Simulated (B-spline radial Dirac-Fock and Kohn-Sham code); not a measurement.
## Ni⁵⁺: photoemission with 200 eV photons

System: nickel as Ni⁵⁺, configuration [Ar] 3d5.

The run's input, task.json:

```json
{"items": [{
  "Z": 28,
  "q": 5,
  "cfg": [[1, 0, 2], [2, 0, 2], [2, 1, 6], [3, 0, 2], [3, 1, 6], [3, 2, 5]],
  "A": 58,
  "rrms": 3.7757,
  "do": ["binding", "quiet", "photo"],
  "hv": [21.22, 49.8, 69.8, 196.0, 200, 235.0, 400, 2000, 4000, 6000, 12000, 15000, 45900.0, 54300.0, 97600.0, 198000.0]
}]}
```

Launch: `python xray_run.py task.json out`

The computed values come from a radial B-spline solver: Dirac-Hartree-Slater photoionisation with all multipoles and Dirac-Fock thresholds. The asymmetry parameter β is from the dipole term alone. Kinetic energies are from the vacuum level. Open shells are spread statistically over j, without multiplet splitting.

| subshell | electrons | binding (eV) | kinetic (eV) | σ (kb) | β |
| --- | --- | --- | --- | --- | --- |
| M2 (3p1/2) | 2 | 174.4 | 25.63 | 337 | 0.83 |
| M3 (3p3/2) | 4 | 172.0 | 28.03 | 712 | 0.86 |
| M4 (3d3/2) | 2 | 103.4 | 96.59 | 788 | 1.03 |
| M5 (3d5/2) | 3 | 103.1 | 96.91 | 1170 | 1.04 |

Branching ratios of the spin-orbit partners (statistical value in brackets): 3p 2.11 (2.00), 3d 1.49 (1.50).
